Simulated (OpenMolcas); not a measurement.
Re6+ among 5 point charges of -2 e arranged as a square pyramid (C4v), 2.1 Å from the ion.

| Item | Value |
| --- | --- |
| Program | OpenMolcas |
| Method | SS-CASPT2, IPEA 0.25 Eh, imaginary shift 0.1 Eh (closed shells correlated: 4f 5s 5p) |
| Basis | ANO-RCC-VDZP [7s6p4d2f1g] |
| Scalar Hamiltonian | DKH2, point nucleus |
| Active space | 1 electron in 5 orbitals (5d) |
| State averaging | 2S+1 = 2 even, 5 roots |
| Spin-orbit coupling | RASSI with atomic mean-field integrals over the reference wave functions |

Q: What is the spin-free ground state?

A: A state of multiplicity 2, 2-fold in its orbital part, 100 % from free-ion D terms; it has the highest spin that d1 allows.

Q: Where is the first state of the same spin?

A: A 1-fold state lies at 797 cm-1 above the ground state.

Q: What are the lowest two levels with spin-orbit coupling?

A: A 2-fold level with g = 0.74, 1.60, 1.60, then a 2-fold level 5480 cm-1 above it. Their leading multiplicities are 2 (100 %) and 2 (100 %).

Q: What is χT at 300 K, and how does it compare with the textbook value?

A: The lowest level has 2S+1 = 2, for which the spin-only value is χT = S(S+1) / 2 = 0.375 cm3 K/mol (g = 2). The computed 0.185 at 300 K differs by -0.190, through orbital momentum, spin-orbit coupling and any other state in reach.

Spin-orbit coupling mixes the spin-free states strongly: the lowest level takes only 63 % from its leading state, an unlabelled state of the same spin as most of the rest. An orbital doublet at a regular site is open to a Jahn-Teller distortion, which this geometry leaves out. Free-ion shares, where given, are those of the reference states; single-state CASPT2 does not remix them. Point charges carry no covalency, so the field is a model and not that of real ligands. An unlabelled pair can be two single states that coincide in this model. No measured value stands beside these numbers.
